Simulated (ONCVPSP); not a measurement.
## cobalt, ONCV: configuration errors across variants

```json
{"Element": "cobalt (Co)", "Generator": "ONCVPSP 4.0.1", "Type": "optimised norm-conserving Vanderbilt (ONCV)", "Functional": "LDA (Perdew-Wang 92)", "Relativity": "scalar-relativistic", "Frozen core": "[Ne]", "Valence charge": "17", "Reference configuration": "3s2 3p6 3d7.5 4s1.5", "Partial waves": "3s+4s: rc 1.10 bohr, ncon 3, nbas 7, qcut 9.8 1/bohr, 2 projectors; 3p: rc 1.05 bohr, ncon 4, nbas 9, qcut 13 1/bohr, 2 projectors, debl 3.4 Ha; 3d: rc 1.70 bohr, ncon 4, nbas 9, qcut 10.2 1/bohr, 2 projectors, debl 1.2 Ha", "Local potential": "polynomial inside 0.80 bohr (lpopt 4, dvloc0 6 Ha)", "Core correction": "Teter function, fcfact 4, rcfact 1.25"}
```

All-electron excitation energies from the reference (eV): (1) 3s2 3p6 3d7 4s2 0.984; (2) 3s2 3p6 3d7 4s1 10.273; (3) 3s2 3p6 3d7 4s0 27.351; (4) 3s2 3p6 3d7 4s0 4p2 10.127.

2 further variants failed, have other tests or too few solved ones, and are left out.

Errors AE − PS in meV (a dash: test not solved or not reliable):

```tsv
change	(1)	(2)	(3)	(4)	bound ghosts	GHOST(+) flags above zero
base	+13	+4.1	-1.4	+3.5	none	none
p: ncon 5, nbas 10	+13	+4.1	-1.4	+3.4	none	none
p: qcut 7.9	+13	+4.1	-1.4	+3.4	none	none
core correction none	+13	+4.1	-1.2	+3.5	none	none
s: rc 1.18	+13	+4.1	-1.5	+3.4	none	none
s: qcut 7.4	+12	+4.1	-1.9	+3.3	none	none
```

Question: Give the same row for: core correction Teter function, fcfact 4, rcfact 1.82.

Answer: +12, +4.0, -1.5, +3.4; bound ghosts: none; GHOST(+) flags above zero: none.
